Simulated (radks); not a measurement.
The numbers below are computed, except where a source is named.
Spherical jellium clusters: N electrons in a uniform positive sphere of charge N and radius rs N^(1/3), rs = 2.16 bohr. Level of theory: non-relativistic Kohn-Sham, LDA (Slater exchange, Perdew-Wang correlation), spin-polarised, spherical densities (a radial shooting solver with Libxc functionals). Levels are named by radial order and angular momentum (1s, 1p, 1d, 2s, ...), and open shells are averaged over m.

N = 16, configuration 1s2 1p6 1d(up 5, down 3). This is the lowest configuration that the search found. Occupied and some empty levels:

| level | occupation | eigenvalue (eV) | <r> (bohr) |
|---|---|---|---|
| 1s up | 1 | -11.090 | 3.298 |
| 1s down | 1 | -10.834 | 3.257 |
| 1p up | 3 | -7.8682 | 4.181 |
| 1p down | 3 | -7.5360 | 4.176 |
| 1d up | 5 | -4.3321 | 4.970 |
| 1d down | 3 | -3.9968 | 5.006 |
| 2s up | 0 | -3.8082 | 4.850 |
| 2s down | 0 | -3.6152 | 4.912 |
| 2p up | 0 | -1.0145 | 7.497 |
| 2p down | 0 | -0.89114 | 7.733 |
| 1f up | 0 | -0.81023 | 6.178 |
| 1f down | 0 | -0.54546 | 6.373 |

Energy (eV): total -7.06762, kinetic 81.909, external -1464.4, Hartree 701.66, exchange-correlation -94.174, background 767.92.

Electron density:

| r (bohr) | n(r) (e/bohr^3) |
|---|---|
| 0.425 | 0.01371 |
| 1.14 | 0.01611 |
| 1.85 | 0.02007 |
| 2.56 | 0.02392 |
| 3.27 | 0.02524 |
| 3.98 | 0.02227 |
| 4.69 | 0.01578 |
| 5.40 | 0.008866 |
| 6.11 | 0.004165 |
| 6.82 | 0.001787 |
| 7.53 | 0.0007298 |
| 8.24 | 0.0002913 |
| 8.95 | 0.0001147 |
